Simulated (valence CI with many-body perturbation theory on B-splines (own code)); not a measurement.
# Energy levels of Hf39+

Level of theory: valence CI with perturbative core correlation (CI+MBPT): five valence electrons over a frozen Dirac-Fock core [Ar] 3d10, radial functions for each j: 11 s, 11 p, 10 d, 8 f, 5 g, 2 h, with the one-electron correlation potential Σ1, the two-electron term Σ2, the three-electron term Σ3, Breit, model QED; selected CI, second order for the rest, scaled by the run's own slope (own B-spline code, finite nucleus).

No measured spectrum was set against this ion. As an estimate, large intervals hold to a few tenths of a per cent, small ones and those within an open d or f shell to about a per cent. Among the levels kept, up to 2100 cm⁻¹ of a level comes from second order outside the variational space, and about a tenth of that is noise between levels of different J, which matters for small intervals.

Levels 91 to 135 of 174, with energies above the lowest level, (4s^2 4p1/2^2 4p3/2) J=3/2. "Leading %" is the weight of the configuration and term that name the level; weights of strongly mixed levels are sums over their largest components and can fall short, so below about 35 % the name and the second component can differ from the true leading terms, or belong to a minority configuration. In the jj column 3d3/2^4 stands for four electrons in 3d with j = 3/2. Lifetimes count E1, E2, E3, M1 and M2 decay at the calculated energies, and are blank where another channel may lead or the interval is too uncertain; long ones can be off by a factor of two.

| No. | Configuration | Term | J | E (× 10³ cm⁻¹) | Leading % | Second component | Lifetime | Leading jj |
| --- | --- | --- | --- | --- | --- | --- | --- | --- |
| 91 | 4s2 4p2 4f | 4D° | 3/2 | 3354.5 | 23 | 13 % 4s2 4p2 4f 2P° | 1.78 ps | 4s^2 4p1/2 4p3/2 4f5/2 (40 %) |
| 92 | 4s2 4p2 4f | 2G° | 7/2 | 3361.9 | 19 | 14 % 4s2 4p2 4f 4F° | 8.43 ps | 4s^2 4p1/2 4p3/2 4f7/2 (60 %) |
| 93 | 4s2 4p2 4f | 2P° | 1/2 | 3362.7 | 26 | 24 % 4s 4p3 4d 4D° | 1.45 ps | 4s 4p1/2 4p3/2^2 4d3/2 (46 %) |
| 94 | 4s2 4p2 4f | 2D° | 5/2 | 3366.3 | 15 | 11 % 4s2 4p 4d2 4D° | 2.91 ps | 4s^2 4p1/2 4p3/2 4f7/2 (27 %) |
| 95 | 4s 4p3 4d | 4P° | 5/2 | 3379.1 | 24 | 11 % 4s2 4p 4d2 2F° | 912 fs | 4s 4p1/2 4p3/2^2 4d3/2 (37 %) |
| 96 | 4s 4p3 4d | 4P° | 3/2 | 3380.0 | 17 | 15 % 4s 4p3 4d 4D° | 698 fs | 4s 4p1/2 4p3/2^2 4d3/2 (47 %) |
| 97 | 4s 4p3 4d | 2S° | 1/2 | 3380.1 | 43 | 38 % 4s 4p3 4d 4P° | 2.02 ps | 4s 4p1/2 4p3/2^2 4d5/2 (81 %) |
| 98 | 4s2 4p2 4f | 2F° | 7/2 | 3384.6 | 33 | 13 % 4s2 4p 4d2 4D° | 3.26 ps | 4s^2 4p1/2 4p3/2 4f7/2 (41 %) |
| 99 | 4s2 4p2 4f | 4G° | 9/2 | 3396.0 | 30 | 19 % 4s 4p3 4d 4F° | 3.70 ps | 4s^2 4p1/2 4p3/2 4f7/2 (58 %) |
| 100 | 4s2 4p2 4f | 2D° | 3/2 | 3407.9 | 13 | 12 % 4s 4p3 4d 4S° | 998 fs | 4s 4p1/2 4p3/2^2 4d3/2 (38 %) |
| 101 | 4s 4p3 4d | 4P° | 5/2 | 3414.1 | 23 | 12 % 4s 4p3 4d 4D° | 2.39 ps | 4s 4p1/2 4p3/2^2 4d5/2 (71 %) |
| 102 | 4s2 4p2 4f | 2G° | 9/2 | 3417.8 | 29 | 27 % 4s2 4p2 4f 4F° | 4.35 ps | 4s^2 4p1/2 4p3/2 4f7/2 (60 %) |
| 103 | 4s2 4p2 4f | 4G° | 7/2 | 3418.3 | 25 | 13 % 4s2 4p2 4f 2G° | 913 fs | 4s^2 4p1/2 4p3/2 4f5/2 (43 %) |
| 104 | 4s2 4p2 4f | 2H° | 9/2 | 3422.1 | 24 | 20 % 4s2 4p2 4f 4G° | 1.20 ps | 4s^2 4p1/2 4p3/2 4f5/2 (46 %) |
| 105 | 4s2 4p2 4f | 4G° | 5/2 | 3423.1 | 17 | 11 % 4s2 4p2 4f 2F° | 907 fs | 4s^2 4p1/2 4p3/2 4f5/2 (43 %) |
| 106 | 4s2 4p2 4f | 4F° | 3/2 | 3425.6 | 31 | 17 % 4s 4p3 4d 2D° | 1.02 ps | 4s^2 4p1/2 4p3/2 4f5/2 (38 %) |
| 107 | 4s 4p3 4d | 2P° | 1/2 | 3429.7 | 43 | 12 % 4s 4p3 4d 2S° | 621 fs | 4s 4p1/2 4p3/2^2 4d3/2 (71 %) |
| 108 | 4s2 4p2 4f | 2H° | 11/2 | 3432.1 | 50 | 26 % 4s2 4p2 4f 4G° | 3.41 ps | 4s^2 4p1/2 4p3/2 4f7/2 (76 %) |
| 109 | 4s 4p3 4d | 2P° | 3/2 | 3441.7 | 28 | 10 % 4s 4p3 4d 2D° | 1.63 ps | 4s 4p1/2 4p3/2^2 4d5/2 (70 %) |
| 110 | 4s 4p3 4d | 2F° | 7/2 | 3447.0 | 49 | 17 % 4s 4p3 4d 2G° | 2.78 ps | 4s 4p1/2 4p3/2^2 4d5/2 (78 %) |
| 111 | 4s 4p3 4d | 4D° | 5/2 | 3454.0 | 26 | 13 % 4s 4p3 4d 4P° | 1.56 ps | 4s 4p1/2 4p3/2^2 4d5/2 (74 %) |
| 112 | 4s 4p3 4d | 4D° | 7/2 | 3461.2 | 20 | 11 % 4s 4p3 4d 2G° | 1.42 ps | 4s 4p1/2 4p3/2^2 4d5/2 (47 %) |
| 113 | 4s 4p3 4d | 2D° | 5/2 | 3476.3 | 22 | 19 % 4s2 4p2 4f 2F° | 3.50 ps | 4s^2 4p1/2 4p3/2 4f7/2 (41 %) |
| 114 | 4s 4p3 4d | 2F° | 7/2 | 3481.5 | 16 | 12 % 4s2 4p2 4f 2G° | 918 fs | 4s^2 4p1/2 4p3/2 4f5/2 (31 %) |
| 115 | 4s2 4p2 4f | 2D° | 3/2 | 3482.4 | 13 | 12 % 4s2 4p2 4f 2P° | 1.48 ps | 4s^2 4p1/2 4p3/2 4f7/2 (30 %) |
| 116 | 4s 4p3 4d | 2G° | 9/2 | 3489.8 | 38 | 16 % 4s2 4p2 4f 2H° | 1.68 ps | 4s 4p1/2 4p3/2^2 4d5/2 (49 %) |
| 117 | 4s 4p3 4d | 4D° | 7/2 | 3505.2 | 32 | 18 % 4s 4p3 4d 2F° | 1.29 ps | 4s 4p1/2 4p3/2^2 4d5/2 (79 %) |
| 118 | 4s2 4p 4d2 | 4F° | 5/2 | 3512.4 | 9 | 9 % 4s 4p3 4d 4D° | 633 fs | 4s 4p1/2 4p3/2^2 4d3/2 (41 %) |
| 119 | 4s 4p3 4d | 2P° | 3/2 | 3514.9 | 14 | 8 % 4s 4p3 4d 4D° | 649 fs | 4s 4p1/2 4p3/2^2 4d3/2 (37 %) |
| 120 | 4s 4p3 4d | 4D° | 1/2 | 3517.3 | 26 | 16 % 4s2 4p2 4f 2P° | 697 fs | 4s 4p1/2 4p3/2^2 4d3/2 (48 %) |
| 121 | 4s 4p3 4d | 4D° | 3/2 | 3527.1 | 19 | 11 % 4s 4p3 4d 2P° | 916 fs | 4s 4p1/2 4p3/2^2 4d5/2 (47 %) |
| 122 | 4s2 4p 4d2 | 2P° | 1/2 | 3531.4 | 50 | 14 % 4s2 4p 4d2 4D° | 1.30 ps | 4s^2 4p1/2 4d5/2^2 (64 %) |
| 123 | 4s 4p3 4d | 2F° | 5/2 | 3532.8 | 30 | 13 % 4s 4p3 4d 4F° | 1.33 ps | 4s 4p1/2 4p3/2^2 4d5/2 (60 %) |
| 124 | 4s2 4p 4d2 | 2H° | 9/2 | 3536.8 | 27 | 26 % 4s2 4p2 4f 2G° | 1.28 ps | 4s^2 4p1/2 4p3/2 4f7/2 (30 %) |
| 125 | 4s 4p3 4d | 2F° | 5/2 | 3550.5 | 15 | 10 % 4s 4p3 4d 2D° | 1.20 ps | 4s 4p1/2 4p3/2^2 4d5/2 (53 %) |
| 126 | 4s 4p3 4d | 2P° | 3/2 | 3556.5 | 28 | 24 % 4s 4p3 4d 2D° | 1.23 ps | 4s 4p1/2 4p3/2^2 4d5/2 (64 %) |
| 127 | 4s2 4p 4d2 | 2F° | 7/2 | 3559.2 | 14 | 14 % 4s 4p3 4d 2F° | 879 fs | 4s 4p1/2 4p3/2^2 4d5/2 (38 %) |
| 128 | 4s2 4p2 4f | 2F° | 7/2 | 3595.2 | 19 | 17 % 4s 4p3 4d 2F° | 842 fs | 4s 4p1/2 4p3/2^2 4d5/2 (46 %) |
| 129 | 4s 4p3 4d | 2D° | 5/2 | 3600.7 | 29 | 10 % 4s 4p3 4d 4P° | 865 fs | 4s 4p1/2 4p3/2^2 4d5/2 (62 %) |
| 130 | 4s 4p3 4d | 2S° | 1/2 | 3602.2 | 30 | 19 % 4s 4p3 4d 2P° | 918 fs | 4s 4p1/2 4p3/2^2 4d5/2 (72 %) |
| 131 | 4s 4p3 4d | 2D° | 3/2 | 3609.8 | 26 | 10 % 4s 4p3 4d 2P° | 835 fs | 4s 4p1/2 4p3/2^2 4d5/2 (70 %) |
| 132 | 4s 4p3 4d | 2D° | 5/2 | 3648.1 | 18 | 14 % 4s 4p3 4d 2F° | 795 fs | 4s 4p1/2 4p3/2^2 4d5/2 (71 %) |
| 133 | 4s 4p3 4d | 2D° | 3/2 | 3680.6 | 27 | 22 % 4s 4p3 4d 2P° | 674 fs | 4s 4p1/2 4p3/2^2 4d5/2 (62 %) |
| 134 | 4s 4p2 4d2 | 4F | 3/2 | 3721.5 | 38 | 37 % 4s 4p2 4d2 6G | 17.3 ps | 4s 4p1/2^2 4d3/2^2 (90 %) |
| 135 | 4p5 | 2P° | 1/2 | 3725.4 | 54 | 10 % 4s 4p3 4d 2P° | 632 fs | 4p1/2 4p3/2^4 (54 %) |

Where two levels of one J and parity lie close, their mixing, g and order are uncertain.
